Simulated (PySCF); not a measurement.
AlClH₄O₃Si. Atoms are numbered in the order given.

```xyz
10

Si     1.6535     0.1932    -0.6486
Cl     1.9413    -0.0751     1.4035
O      0.0471     0.3489    -0.9200
Al    -1.5039    -0.0445    -0.3250
O     -1.8757    -1.6777    -0.0879
O     -2.6633     1.1544    -0.0272
H      2.2171    -0.9937    -1.3373
H      2.3655     1.4340    -1.0408
H     -2.7199    -1.9921     0.2475
H     -2.5280     2.0987    -0.1428
```

Coordinates come from a B3LYP-D3(BJ)/def2-SVP optimisation. The structure was generated by enumeration; whether it is a known compound was not checked. One conformer was computed; it need not be the lowest.

Method: IEF-PCM-ωB97X/def2-SVP (PySCF).

The values are the electrostatic part of the solvation free energy, E(continuum) − E(gas) at the gas-phase geometry, in a cavity of scaled van der Waals radii (PySCF's table); cavitation and dispersion terms are not included. A continuum can't describe solvent molecules that bind to the metal. In vacuum the orbital gap is 12.62 eV. The dipole moment in vacuum is 1.96 D.

```
solvent             ε  ΔG(elec) (kcal/mol)  dipole (D)  gap (eV)
--------------  -----  -------------------  ----------  --------
water           78.36                 -9.2        2.35     12.95
ethylethanoate   5.99                    …           …         …
n-hexane         1.88                 -3.3        2.09     12.75
```

Problem. Fill in the missing entries. (The exact figures need the calculation; the answer reports its results.)

Solution. 
- ethylethanoate, ΔG(elec) (kcal/mol): -7.1
- ethylethanoate, dipole (D): 2.25
- ethylethanoate, gap (eV): 12.88
